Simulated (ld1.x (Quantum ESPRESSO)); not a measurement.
## Ranking TM semilocal potentials for nitrogen (N)

All share these settings but for the change named:

* Element: nitrogen (N)
* Generator: ld1.x (Quantum ESPRESSO) 7.5
* Type: norm-conserving Troullier–Martins (semilocal form)
* Functional: LDA (PZ)
* Relativity: scalar-relativistic
* Frozen core: [He]
* Valence charge: 5
* Reference configuration: 2s2 2p3
* Partial waves: 2s (bound): rc 0.95 bohr; 3d channel at 0.15 Ry: rc 1.05 bohr; 2p (bound): rc 1.20 bohr
* Local potential: the p channel
* Core correction: none

Test errors are all-electron minus pseudo excitation energies from the reference, over 2s2 2p2; 2s2 2p1; 2s2 2p0; 2s0 2p5; 2s1 2p4; 2s2 2p3.3; 2s1 2p3. None of these files shows a bound ghost.

The base gives 383.6 meV.

Of 6 variants that were run, those that failed, showed a ghost or another fault, or gave nearly equal values are left out.

A variant can come out equal or close to the base, since the largest error may sit in a test that the change hardly touches while other tests move.

(1) Rank these variants by their largest absolute test error, smallest first.
A. core correction a·sin(br)/r model core inside 0.46 bohr
B. core correction a·sin(br)/r model core inside 0.70 bohr
C. core correction a·sin(br)/r model core inside 1.00 bohr
D. core correction a·sin(br)/r model core inside 0.56 bohr

## Answers

(1) A (198.0 meV), D (230.4 meV), B (304.3 meV), C (376.0 meV).
